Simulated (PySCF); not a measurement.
Isomers of C3H12Si3. Level of theory: PBE0-D3(BJ)/def2-SVP geometry optimisation, gas phase in PySCF 2.14.0. One conformer each; no zero-point energy, no entropy. No frequencies were run at this level. Point groups hold within 0.08 Å.

Question: Rank from lowest to highest electronic energy at this level (kJ/mol).
A. `[SiH3:1][SiH2:2][SiH2:3][CH:4]1[CH2:5][CH2:6]1` with Si1–Si2–Si3–C4 78°, Si2–Si3–C4–C5 44°
B. `[CH2:1]1[SiH2:2][CH2:3][SiH2:4][CH2:5][SiH2:6]1` with Si6–C1–Si2–C3 55°, C1–Si2–C3–Si4 -54°, Si2–C3–Si4–C5 55°, C3–Si4–C5–Si6 -55°
C. `C=CC([SiH3])([SiH3])[SiH3]`
D. `[CH2:1]=[CH:2][CH2:3][SiH:4]([SiH3:5])[SiH3:6]` with C1–C2–C3–Si4 104°, C2–C3–Si4–Si5 -174°

Answer: B (0.0), D (206.5), A (212.0), C (227.1).

As drawn, the highest has a C=C bond outside aromatic rings, which the lowest lacks. Neighbours under 10 kJ/mol apart (C=CC[SiH]([SiH3])[SiH3] and [SiH3][SiH2][SiH2]C1CC1) can change places with a better method, another conformer or zero-point energy.

```tsv
SMILES	E (Eh)	E rel (kJ/mol)	dipole (D)	point group	A, B, C (MHz)
C1[SiH2]C[SiH2]C[SiH2]1	-989.20370	0.0	1.23	C3v	1964, 1960, 1080
C=CC[SiH]([SiH3])[SiH3]	-989.12506	206.5	0.78	C1	2217, 1066, 791.7
[SiH3][SiH2][SiH2]C1CC1	-989.12294	212.0	1.07	C1	2546, 1008, 866.4
C=CC([SiH3])([SiH3])[SiH3]	-989.11718	227.1	0.50	Cs	1670, 1478, 1398
```

Question: How do the relative energies change in single points at PBE0/pcSseg-1 (no added dispersion term) on the same geometries?

Answer: 
```csv
SMILES,PBE0-D3(BJ)/def2-SVP (kJ/mol),PBE0/pcSseg-1 (kJ/mol),shift
C1[SiH2]C[SiH2]C[SiH2]1,0.0,0.0,0.0
C=CC[SiH]([SiH3])[SiH3],206.5,197.8,-8.7
[SiH3][SiH2][SiH2]C1CC1,212.0,209.4,-2.6
C=CC([SiH3])([SiH3])[SiH3],227.1,227.4,+0.3
```

Each column counts from its own lowest isomer. The order is unchanged; the largest shift is 8.7 kJ/mol.
